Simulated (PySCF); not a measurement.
# Ionising TlH

HSE06; Tl def2-SVPD with ECP60, H def2-SVPD; scalar-relativistic core potentials (PySCF 2.14). Neutral (UKS): singlet (closed shell), Re = 1.920 Å, ωe = 1362 cm⁻¹, De = 2.47 eV, HOMO -5.33 eV, LUMO -2.03 eV.

TlH⁺ (UKS): doublet (σ ↑), Re = 2.656 Å, ωe = 270 cm⁻¹. The energies at the minima are -173.08482 hartree for TlH and -172.79777 for TlH⁺.

Q: Work out the adiabatic ionisation energy, without and with harmonic zero-point energies (1 hartree = 27.2114 eV, 1 eV = 8065.5 cm⁻¹), and the change of the bond length.

A: At HSE06: 0.28705 hartree = 7.811 eV between the minima; the zero-point term (270.0 − 1362.0)/2 cm⁻¹ = -0.068 eV makes it 7.743 eV. Re changes by +73.6 pm against the neutral. Minus the HOMO energy is 5.33 eV, -2.48 eV from the value between the minima; self-interaction puts the Kohn–Sham level too high, less so with exact exchange. The electron leaves a σ orbital, and the ion is left as a loose complex of an ion and an atom.

These are scalar-relativistic numbers at best; spin–orbit coupling would shift them, the dissociation energy most. States were picked by a PBE0 search and need not be the measured ground states.
